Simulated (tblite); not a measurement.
C7H13ClOSi.
Cartesian coordinates in Å at the GFN2-xTB level; atoms count from 1:
```xyz
23
C7H13ClOSi angstrom
C     -3.1403   -0.4840    0.2109
C     -1.8080    0.1588    0.0105
C     -1.8638    1.6287   -0.2560
C     -0.6055   -0.4662    0.0562
C     -0.4460   -1.8736    0.3016
O      0.6433   -2.4166    0.3593
C      0.6800    0.2705   -0.1460
Si     2.2432   -0.8114    0.0649
C      3.6155    0.5289   -0.1880
Cl     3.4799    1.7840    1.0670
H     -3.0938   -1.5602    0.3329
H     -3.7818   -0.2575   -0.6410
H     -3.6152   -0.0562    1.0947
H     -2.8824    2.0038   -0.2088
H     -1.2532    2.1711    0.4656
H     -1.4534    1.8486   -1.2421
H     -1.3469   -2.4867    0.4403
H      0.6825    0.7216   -1.1415
H      0.7326    1.1053    0.5559
H      2.5249   -1.7047   -1.0623
H      2.5064   -1.2371    1.4381
H      4.6131    0.1104   -0.0879
H      3.5640    1.0495   -1.1413
```

Computed with GFN2-xTB (tblite): harmonic, unscaled wavenumbers at the GFN2-xTB geometry, gas phase. This tight-binding method is rough: wavenumbers can miss measured ones by several per cent, in bad cases by 10 to 20. Modes of hydrogen on silicon can be 10 to 20 % off. One conformer, not necessarily the lowest.

Harmonic wavenumbers (cm⁻¹): 28.8, 46.8, 82.0, 87.7, 122.5, 133.6, 149.4, 162.2, 209.2, 247.8, 253.8, 320.3, 352.9, 405.0, 452.0, 457.5, 497.1, 586.8, 617.2, 638.1, 698.2, 741.9, 752.6, 782.1, 819.7, 839.3, 857.2, 895.4, 947.3, 962.2, 987.6, 1051.2, 1108.3, 1116.9, 1133.6, 1201.9, 1226.4, 1248.2, 1293.8, 1355.7, 1395.3, 1399.9, 1445.9, 1457.3, 1460.5, 1465.5, 1470.2, 1480.7, 1612.2, 1681.6, 2240.4, 2282.0, 2859.1, 2944.9, 2973.2, 2991.0, 2993.7, 2996.5, 3009.8, 3010.5, 3012.5, 3053.0, 3078.7.

A = 1520, B = 508.0, C = 402.3 MHz; mass 176.042 u (most abundant isotopes); point group C1, symmetry number 1.

Task: Zero-point energy?

Result: ½Σν̃ = 39092 cm⁻¹ = 467.65 kJ/mol.

Task: Entropy at 273.15 K, 1 bar (ideal gas, RRHO, classical rotation)?

Result: Translation 171.52, rotation 129.93, vibration 171.74: S = 473.2 J/(mol K).

Task: And Cp and H(273.15 K) − H(0)?

Result: Cp = 195.30 J/(mol K), of which vibrations give 162.04 (their classical limit is 63 R = 523.8); H(273.15 K) − H(0) = 32.84 kJ/mol without the zero-point energy, 23.76 from vibrations.

Task: Blend soft modes into free rotors: weight 1/[1 + (100 cm⁻¹/ν̃)⁴] for the oscillator and the rest for a rotor with moment μB/(μ + B), μ = h/(8π²ν), B = 10⁻⁴⁴ kg m². What vibrational entropy results?

Result: 155.16 J/(mol K) in place of 171.74, which changes −T·S at 273.15 K by +4.53 kJ/mol.

Task: Which modes carry the vibrational entropy at 273.15 K?

Result: 28.8 cm⁻¹: 24.00; 46.8 cm⁻¹: 19.98; 82.0 cm⁻¹: 15.36; 87.7 cm⁻¹: 14.81; 122.5 cm⁻¹: 12.10; 133.6 cm⁻¹: 11.41 J/(mol K); the other 57 give 74.08 together.

Task: What must be added to the electronic energy to get the Gibbs energy at 273.15 K and 1 bar?

Result: ZPE + [H(273.15 K) − H(0)] − T·S = 467.65 + 32.84 − 129.25 = 371.24 kJ/mol.

Task: How do the functions run with temperature in this model?

Result: 
```json
{"T (K)": "100", "S (J/(mol K))": "329.9", "Cp (J/(mol K))": "104.0", "H − H(0) (kJ/mol)": "6.85", "G − H(0) (kJ/mol)": "-26.13", "ln q(vib)": "3.20"}
{"T (K)": "200", "S (J/(mol K))": "418.6", "Cp (J/(mol K))": "157.2", "H − H(0) (kJ/mol)": "19.95", "G − H(0) (kJ/mol)": "-63.76", "ln q(vib)": "7.33"}
{"T (K)": "300", "S (J/(mol K))": "492.1", "Cp (J/(mol K))": "209.1", "H − H(0) (kJ/mol)": "38.27", "G − H(0) (kJ/mol)": "-109.37", "ln q(vib)": "11.22"}
{"T (K)": "500", "S (J/(mol K))": "621.1", "Cp (J/(mol K))": "298.8", "H − H(0) (kJ/mol)": "89.52", "G − H(0) (kJ/mol)": "-221.02", "ln q(vib)": "18.49"}
{"T (K)": "800", "S (J/(mol K))": "782.2", "Cp (J/(mol K))": "386.1", "H − H(0) (kJ/mol)": "193.41", "G − H(0) (kJ/mol)": "-432.38", "ln q(vib)": "28.45"}
{"T (K)": "1000", "S (J/(mol K))": "872.7", "Cp (J/(mol K))": "424.3", "H − H(0) (kJ/mol)": "274.65", "G − H(0) (kJ/mol)": "-598.07", "ln q(vib)": "34.48"}
```

q(vib) and H(0) count from the zero-point level.

Hindered rotation and anharmonicity are outside this model. Other conformers, if any are populated, would add a mixing term that is left out. The structure is chiral; the term R ln 2 for an equal mix with its mirror image is left out.
